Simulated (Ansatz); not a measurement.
An input meant for Mg8O8 (started as a model of: 2x2x4 MgO rock-salt block) (charge 0, singlet; atoms displaced at random, 0.08 Å in each coordinate).

```yaml
crystal:
  periodic: [false, false, false]
  atoms:
    - {symbol: Mg, position_ang: [-0.962788, -0.895311, -2.957091]}
    - {symbol: O, position_ang: [-0.922451, -1.123707, -1.037464]}
    - {symbol: Mg, position_ang: [-1.101406, -1.042550, 1.017489]}
    - {symbol: O, position_ang: [-1.084018, -0.940874, 2.924621]}
    - {symbol: O, position_ang: [-1.103146, 1.091498, -2.932076]}
    - {symbol: Mg, position_ang: [-1.074308, 1.132011, -0.898367]}
    - {symbol: O, position_ang: [-1.041655, 1.052270, 0.946395]}
    - {symbol: Mg, position_ang: [-1.112704, 0.919797, 2.890456]}
    - {symbol: O, position_ang: [1.131679, -1.058560, -2.853142]}
    - {symbol: Mg, position_ang: [0.992390, -1.091878, -0.941600]}
    - {symbol: O, position_ang: [0.992438, -1.068007, 0.884176]}
    - {symbol: Mg, position_ang: [0.994419, -0.908493, 2.864382]}
    - {symbol: Mg, position_ang: [0.985768, 1.144181, -2.676467]}
    - {symbol: O, position_ang: [1.156950, 1.022713, -0.999161]}
    - {symbol: Mg, position_ang: [1.079717, 0.975992, 0.983725]}
    - {symbol: O, position_ang: [0.937766, 1.040421, 2.871413]}
basis:
  gaussian: {orbitals: cc-pVTZ-DK}
magnetization: {spin_polarized: true, initial_magnetization: 1}
hamiltonian: {xc: {name: BLYP}}
scf: {lower_state_search: off}
output: {forces: true}
```

```sh
$ ansatz run in.yaml --threads 4 --pin off --events-out ev --progress --plain --max-ram 6963MiB
```

Output, abridged:

```
Error: a molecule whose nuclei and cores have a total charge of 160 cannot have a net charge of 0 together with 1 unpaired electrons
```

Q: What is wrong with this run?

A: The number of unpaired electrons doesn't fit the electron count. The input was rejected before any iteration.
